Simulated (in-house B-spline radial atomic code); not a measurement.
A fraction x of an electron is moved 4p → 4d in Mo4+, starting from [Kr] 4d2 and keeping the highest spin. Computed with an all-electron radial atomic-structure program (B-spline basis): non-relativistic CAM-B3LYP, spin-polarised, spherical fractional occupations, point nucleus.

Caution: exact exchange at fractional occupations of open shells leaves self-interaction of up to several eV.

| x | E(x) - E(0) (eV) | 4p down level (eV) | 4d up level (eV) |
| --- | --- | --- | --- |
| 0 | 0.0000 | -87.177 | -46.993 |
| 0.125 | 4.9802 | -86.892 | -47.393 |
| 0.25 | 9.8747 | -86.602 | -47.790 |
| 0.375 | ? | ? | ? |
| 0.5 | 19.4054 | -86.005 | -48.572 |
| 0.625 | ? | ? | ? |
| 0.75 | 28.5908 | -85.390 | -49.341 |
| 0.875 | 33.0537 | -85.077 | -49.720 |
| 1 | 37.4299 | -84.758 | -50.096 |

Question: What belongs in the row x = 0.375?

Answer: An energy change of 14.6831 eV; 4p down at -86.306 eV, 4d up at -48.183 eV.

Question: What belongs in the row x = 0.625?

Answer: An energy change of 24.0413 eV; 4p down at -85.700 eV, 4d up at -48.958 eV.

Question: Check Janak's theorem between x = 0.125 and 0.25.

Answer: The slope of the energy is 39.16 eV; the orbital levels give 39.16 eV (ε of the receiving orbital less ε of the emptying one, averaged over the two points).
